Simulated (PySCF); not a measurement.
This PySCF input asks for the NMR shieldings of `InChI=1S/C6H7F3OSi/c1-3-5-11(10-4-2)6(7,8)9/h1,4,11H,2,5H2/t11-/m0/s1`; the geometry comes from GFN2-xTB.

```python
import basis_set_exchange as bse
import numpy as np
from pyscf import gto, dft
from pyscf.prop import nmr

atoms = """
C     3.404405    1.187419   -0.658508
C     2.255676    1.139576   -0.328622
C     0.866919    1.059138    0.070891
Si   -0.036898   -0.415466   -0.734688
O    -1.477615   -0.726868   -0.065209
C    -2.672221   -0.092472   -0.069279
C    -2.952700    1.014676   -0.728022
C     0.938222   -2.007930   -0.203064
F     0.253550   -3.153826   -0.381416
F     1.310588   -1.995697    1.092832
F     2.076844   -2.146885   -0.912271
H     4.413374    1.236267   -0.939114
H     0.828807    0.955646    1.161570
H     0.374138    2.001768   -0.180751
H    -0.046537   -0.397391   -2.194776
H    -3.396414   -0.610373    0.545986
H    -3.932516    1.449692   -0.679988
H    -2.216380    1.509043   -1.336746
"""
names = dict.fromkeys(["C", "Si", "O", "F", "H"], "pcSseg-1")
basis = {el: gto.basis.parse(bse.get_basis(n, elements=[el], fmt="nwchem")) for el, n in names.items()}
mol = gto.M(atom=atoms, basis=basis, charge=0, verbose=0)
mf = dft.RKS(mol, xc="PBE0")
mf.grids.level = 2
mf.grids.alignment = dft.numint.BLKSIZE   # the property module wants whole blocks of grid points
mf.conv_tol = 1e-9
mf.kernel()

calc = nmr.RKS(mf)   # GIAO
C = mf.mo_coeff
Co = C[:, mf.mo_occ > 0]
resp = mf.gen_response(singlet=True, hermi=2)
def vind(x):   # induced exchange potential for any number of trial vectors
    d = np.einsum("pi,xij,qj->xpq", C, 2 * x.reshape(-1, C.shape[1], Co.shape[1]), Co, optimize=True)
    return np.einsum("xpq,pi,qj->xij", resp(d - d.transpose(0, 2, 1)), C, Co, optimize=True).ravel()
mo1, _ = nmr.rhf.solve_mo1(calc, with_cphf=vind)
sigma = calc.kernel(mo1)
for i, s in enumerate(sigma):   # ppm
    print("%2d %-2s %9.2f" % (i, mol.atom_pure_symbol(i), np.trace(s) / 3))
```

Problem. What are the results?

Solution. 
```
 0 C     109.71
 1 C     108.24
 2 C     182.90
 3 Si    377.10
 4 O     219.43
 5 C      31.22
 6 C      89.70
 7 C      50.08
 8 F     246.23
 9 F     253.23
10 F     241.99
11 H      30.34
12 H      29.40
13 H      29.42
14 H      26.62
15 H      25.07
16 H      27.19
17 H      27.39
```

These numbers come from an equivalent density-fitted implementation of the same equations, which agrees with the script to about 0.01 ppm for H and up to a few tenths of a ppm for heavy atoms, so last digits may differ.

Problem. Turn these shieldings into chemical shifts. Chemical shifts δ = σref − σ; $^{13}$C (186.93 ppm), $^{29}$Si (349.16 ppm), $^{1}$H (31.72 ppm) against TMS; $^{17}$O (336.08 ppm) against H2O; $^{19}$F (170.95 ppm) vs CFCl3, all at this level.

Solution. Averaging equivalent atoms: C 5: 155.7; C 7: 136.8; C 6: 97.2; C 1: 78.7; C 0: 77.2; C 2: 4.0; Si 3: -27.9; O 4: 116.6; F 8/9/10: -76.2; H 15: 6.64; H 14: 5.10; H 16: 4.52; H 17: 4.33; H 12: 2.32; H 13: 2.30; H 11: 1.38 ppm. Unscaled 19F shifts against computed CFCl3 carry errors that often reach 10 to 50 ppm. Experimental scales use liquid or dissolved standards, which lie at an offset from isolated H2O (liquid H2O: subtract about 36 ppm).

Size and cost of the density-fitted run: 229 basis functions, 90 s wall time on 1 thread of an Arm Neoverse N1, shared host; peak memory 1 GiB.
